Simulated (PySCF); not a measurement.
Gas-phase reaction: GaCl2 + Cl = GaCl3

Method: PySCF energies plus ideal-gas RRHO corrections (1 bar). † marks an energy on the PBE0/def2-TZVP geometry and frequencies. MP2 freezes the core. Open shells (unrestricted): GaCl2 (multiplicity 2), Cl (multiplicity 2); the rest are closed-shell singlets. Spin-orbit splitting is ignored; it lowers the true energy and changes the entropy of Cl. B3LYP is the form with VWN-RPA correlation. Ga: all electrons, no relativistic terms. GaCl2: computed as isolated molecules; such fragments, hydroxides, amides, oligomers or adducts are transient or little studied in the gas. MP2 isn't extrapolated to the basis-set limit.

```csv
level,"ΔH°(298 K), kJ"
B3LYP/def2-TZVP†,-380
MP2/def2-TZVPP†,___
PBE/def2-TZVP†,-398
PBE0/def2-QZVP†,-401
PBE0/def2-SVP†,-404
r2SCAN/def2-TZVP†,___
LDA/def2-TZVP†,___
```

Task: Complete the blanks.

Result: 
- MP2/def2-TZVPP†, ΔH°(298 K), kJ: -431
- r2SCAN/def2-TZVP†, ΔH°(298 K), kJ: -407
- LDA/def2-TZVP†, ΔH°(298 K), kJ: -459
